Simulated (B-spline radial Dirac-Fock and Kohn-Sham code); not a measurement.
## Levels of muonic ³⁷Cl

Nucleus: ³⁷Cl, Fermi distribution (skin thickness 2.3 fm), rms radius 3.384 fm (measured, Angeli and Marinova 2013).

Input of the calculation (task.json; shells as n, l, electrons):

```json
{"items": [{
  "Z": 17,
  "q": 0,
  "cfg": [[1, 0, 2], [2, 0, 2], [2, 1, 6], [3, 0, 2], [3, 1, 5]],
  "A": 37,
  "rrms": 3.384,
  "do": "muonic",
  "nuclei": [[37, 36.965903, 3.384, "measured", "fermi"]]
}]}
```

Launch: `python xray2_run.py task.json out`

Method: the Dirac equation of a negative muon with reduced mass in the field of a spherical finite nucleus, with the Uehling potential to all orders; nuclear polarisation, deformation, hyperfine structure, self-energy, higher-order vacuum polarisation, relativistic recoil and electron screening are left out. Computed with a radial finite-basis atomic code.

| level | binding (keV) | point nucleus, no QED (keV) | vacuum polarisation (keV) | ⟨r⟩ (fm) |
| --- | --- | --- | --- | --- |
| 1s1/2 | 781.7 | 813.7 | 4.879 | 23.5 |
| 2s1/2 | 199.6 | 203.6 | 0.713 | 92.0 |
| 2p1/2 | 204.2 | 203.6 | 0.580 | 74.8 |
| 2p3/2 | 203.4 | 202.8 | 0.571 | 75.2 |
| 3s1/2 | 89.21 | 90.41 | 0.207 | 205.8 |
| 3p1/2 | 90.56 | 90.41 | 0.160 | 187.6 |
| 3p3/2 | 90.33 | 90.18 | 0.157 | 188.1 |
| 3d3/2 | 90.28 | 90.18 | 0.107 | 158.0 |
| 3d5/2 | 90.20 | 90.10 | 0.107 | 158.2 |
| 4d3/2 | 50.76 | 50.72 | 0.040 | 316.3 |
| 4d5/2 | 50.73 | 50.69 | 0.040 | 316.6 |
| 4f5/2 | 50.71 | 50.69 | 0.024 | 271.4 |
| 4f7/2 | 50.69 | 50.67 | 0.024 | 271.5 |

Task: By how much does the finite nuclear size lower the 1s binding energy?

Result: By 36.87 keV, 4.53 % of the point-nucleus value (point value plus vacuum polarisation less the binding energy). The 1s orbit has ⟨r⟩ = 23.5 fm.
